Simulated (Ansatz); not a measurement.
A structure relaxed at PBE0-D4/def2-TZVP, charge 0, multiplicity 1:

Cartesian coordinates in Å:
```
Ga 0.567 -0.893 -0.627
Ga -0.568 0.893 0.626
H -0.192 -2.187 -1.115
H 2.101 -0.818 -0.991
H -0.652 0.887 2.201
H -1.257 2.117 -0.094
```

Q: Give its formula and SMILES.

A: Ga2H4, `[GaH2][GaH2]`.

Q: Point group (tolerance 0.08 Å, 0.16 Å for H)?

A: D2d.

Q: Summarise the bond lengths by kind.

A: 1 × Ga–Ga 2.459 Å; 4 × Ga–H 1.578 Å.

Results of the Gaussian-basis code of Ansatz.
